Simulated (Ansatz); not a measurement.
`O[SiH]([SiH3])Cl` + H₂O → `O[SiH](O)[SiH3]` + HCl  (formal hydrolysis of the Si–Cl bond)

Calculated with Ansatz (gas phase, PBE0-D4/def2-TZVP geometries, no zero-point term in ΔE). CCSD(T)/CBS is the MP2 limit (def2-TZVPP, def2-QZVPP) plus CCSD(T) − MP2 in def2-TZVPP, frozen cores. This one scheme is used for every species. DFT in def2-TZVPP. Each species was taken in one conformer, which may not be the lowest.

`O[SiH]([SiH3])Cl`:

```xyz
9

O    -0.158   -1.846    0.544
Si   -0.755   -0.348    0.249
Si    0.984    0.935   -0.636
Cl   -1.401    0.535    2.003
H    -0.747   -2.507    0.914
H    -1.967   -0.416   -0.608
H     1.472    0.339   -1.908
H     2.099    1.002    0.344
H     0.474    2.305   -0.903
```

H₂O:

Cartesian coordinates in Å:
```
O -0.191 0.212 0.264
H 0.097 -0.700 0.345
H 0.094 0.488 -0.609
```

`O[SiH](O)[SiH3]`:

Cartesian coordinates in Å:
```
O 0.106 -1.111 -1.648
Si 0.627 -0.453 -0.230
O 0.515 -1.497 1.039
Si -0.666 1.394 0.413
H -0.823 -1.336 -1.717
H 2.046 -0.121 -0.517
H 1.071 -2.278 1.024
H -2.096 0.995 0.535
H -0.570 2.466 -0.615
H -0.210 1.943 1.718
```

HCl:

Z-matrix (Å, degrees):
```
Cl
H 1 1.279
```

| level | ΔE (eV) |
| --- | --- |
| PBE | 0.06 |
| RPA@PBE/def2-TZVPP | -0.04 |

(1) What does CCSD(T)/CBS give? (Best estimate.)

(2) What do rigid-rotor, harmonic-oscillator terms from PBE0-D4/def2-TZVP frequencies (298.15 K, 1 bar) make of the CCSD(T)/CBS value? (Best estimate.)

Largest T1 diagnostic among the species: 0.013.

Results:

(1) Computed: +0.05 eV. The listed levels differ from it by 0.01, -0.09 eV.

(2) Ansatz gave: ΔZPE = -0.05 eV, ΔH = -0.01 eV, ΔS = -8 J/(mol·K), ΔG = +0.01 eV.

The D4 term adds +0.03 eV with B3LYP and +0.02 eV with PBE0; it sums over pairs of atoms, weighted by their polarisabilities, and B3LYP, whose exchange is more repulsive, gets the larger term. At CCSD(T), def2-SVP lies −0.05 eV from the extrapolated value and def2-TZVPP −0.06 eV. Leaving LDA and LC-ωPBE aside and taking each functional with its dispersion term where it has one, the values, not all of them listed here, spread over 0.13 eV, from CAM-B3LYP-D4 to revPBE-D4. LDA lies −0.06 eV from PBE without D4.

B3LYP here is the variant with VWN-RPA as its local correlation; programs differ in this.
